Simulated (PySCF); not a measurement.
Run record: excited-state job, `Br[SiH2][SiH2][GeH2][Br]`.

Computed with TDDFT B3LYP/def2-SVPD, vertical, gas phase, core orbitals frozen in the response (PySCF 2.14.0, density-fitted response routines). Geometry: GFN2-xTB. A driver script takes a list of jobs; this job's settings line and coordinates (Å) are shown.

Command:
```bash
OMP_NUM_THREADS=1 python probes_run.py task.json out
```

Input:
```
{"job": {"kind": "uv", "xc": "B3LYP", "basis": "def2-SVPD", "nstates": 8, "ntriplets": 3}, "charge": 0, "multiplicity": 1}
Br    -3.560606     0.358048    -1.170977
Si    -1.663779     0.867929    -0.109951
Si    -0.125378    -0.790848    -0.671202
Ge     1.904509    -0.435076     0.504485
Br     1.622266     1.313753     1.989446
H     -1.348032     2.202349    -0.610245
H     -2.060843     0.932632     1.291459
H      0.217309    -0.792669    -2.096429
H     -0.574542    -2.142635    -0.322895
H      3.149735     0.015024    -0.253374
H      2.444786    -1.525837     1.423720
```

Output:
```
coarse grid: 49736 points
cycle   1  E = -7807.0325863175  dE = -2.564e+00  |g| = 4.977e-01  |ddm| = 4.034e+00
cycle   2  E = -7807.0047929975  dE =  2.779e-02  |g| = 6.012e-01  |ddm| = 1.252e+00
cycle   3  E = -7807.0733330375  dE = -6.854e-02  |g| = 7.955e-02  |ddm| = 7.860e-01
cycle   4  E = -7807.0743988671  dE = -1.066e-03  |g| = 1.242e-02  |ddm| = 9.861e-02
cycle   5  E = -7807.0744263887  dE = -2.752e-05  |g| = 4.189e-03  |ddm| = 2.670e-02
cycle   6  E = -7807.0744320153  dE = -5.627e-06  |g| = 6.030e-04  |ddm| = 8.363e-03
final grid: 95272 points
cycle   7  E = -7807.0743738622  dE = -7.234e-09  |g| = 7.826e-04  |ddm| = 4.908e-03
cycle   8  E = -7807.0743737260  dE =  1.361e-07  |g| = 1.072e-03  |ddm| = 2.912e-03
cycle   9  E = -7807.0743740461  dE = -3.201e-07  |g| = 5.836e-05  |ddm| = 1.607e-03
cycle  10  E = -7807.0743740469  dE = -7.858e-10  |g| = 1.132e-05  |ddm| = 9.635e-05
converged SCF energy = -7807.0743740469

Static polarisability (au): isotropic 136.227, principal 103.042 131.937 173.702

Singlet excitations
state   eV       nm        f      main configurations
  1   5.2689    235.3   0.01396   H->L 0.91
  2   5.4214    228.7   0.00497   H-1->L 0.85, H-1->L+1 0.13
  3   5.5180    224.7   0.06587   H->L+1 0.90
  4   5.7014    217.5   0.01183   H-1->L+1 0.48, H-3->L 0.17, H-2->L 0.17
  5   5.7547    215.4   0.02109   H-2->L 0.45, H-1->L+1 0.30, H-2->L+1 0.11
  6   5.7718    214.8   0.01779   H-3->L 0.55, H-3->L+1 0.17, H-2->L 0.14
  7   5.9253    209.2   0.00064   H->L+2 0.90
  8   5.9371    208.8   0.01783   H-2->L+1 0.71, H-2->L 0.13

Triplet excitations (Tamm-Dancoff, eV): 4.8758 5.0829 5.1363
```

The SCF starts on a coarse grid where the log names one; the energy can jump when the final grid takes over, and dE then counts from the start density on the new grid. H and L stand for HOMO and LUMO; the number after each pair is its weight.

Give S1 in cm⁻¹ and kJ/mol.

5.2689 eV × 8065.54 = 42497 cm⁻¹; × 96.485 = 508.4 kJ/mol.

How does the lowest singlet excitation compare with the HOMO–LUMO gap?

HOMO -7.71 eV and LUMO -1.58 eV give a gap of 6.13 eV; S1 at 5.27 eV lies 0.86 eV below it.

Summary of the converged run: HOMO -7.71 eV, LUMO -1.58 eV; lowest singlet 5.27 eV; lowest triplet 4.88 eV (Tamm–Dancoff); mean polarisability 136.2 au.

 The B3LYP/def2-SVPD calculation is non-relativistic and has no spin–orbit coupling, an omission that weighs most on bromine and germanium.

Time: 2.4 min wall (with the writing of density and orbital grids); peak memory 0.87 GiB. Hardware: Intel Xeon at 2.70 GHz, one thread, shared host with 64 logical CPUs at a one-minute load of 55.

One conformer stands for the species.
Labels such as C1 count atoms from 1, the log's own numbers from 0.
